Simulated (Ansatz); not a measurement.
Consider the cleavage of the B–Sn bond: `[BH2][SnH2][OH]` + `N[SiH2][SiH3]` → `BN[SiH2][SiH3]` + `[OH][SnH3]`.

Calculated with Ansatz (gas phase, PBE0-D4/def2-TZVP geometries, no zero-point term in ΔE). CCSD(T)/CBS adds triple-zeta CCSD(T) − MP2 to the extrapolated MP2 energy (def2 sets, frozen cores). This one scheme is used for every species. DFT in def2-TZVPP. B3LYP here is the variant with VWN-RPA as its local correlation; programs differ in this. Elements past krypton have def2 core potentials. For Sn outer-core shells are correlated without core-valence functions, which leaves a few kJ/mol of doubt a bond. One conformer a species, not always the lowest.

CCSD(T)/CBS gives -1.55 eV.

**Question.** Another level gave -1.59 eV. Which?
A. B97M-V/def2-TZVPP
B. B3LYP-D4/def2-TZVPP
C. LDA (SPW92)/def2-TZVPP
D. RPA@PBE/def2-TZVPP

**Answer.** D. RPA@PBE/def2-TZVPP -1.59, B3LYP-D4 -1.64, LDA (SPW92) -1.73, B97M-V -1.68 eV.

Largest T1 diagnostic among the species: 0.014.

Leaving LDA and LC-ωPBE aside and taking each functional with its dispersion term where it has one, the values, not all of them listed here, spread over 0.09 eV, from B97M-V to revPBE-D4. LDA lies −0.14 eV from PBE without D4. At CCSD(T), def2-SVP lies −0.27 eV from the extrapolated value and def2-TZVPP −0.05 eV.
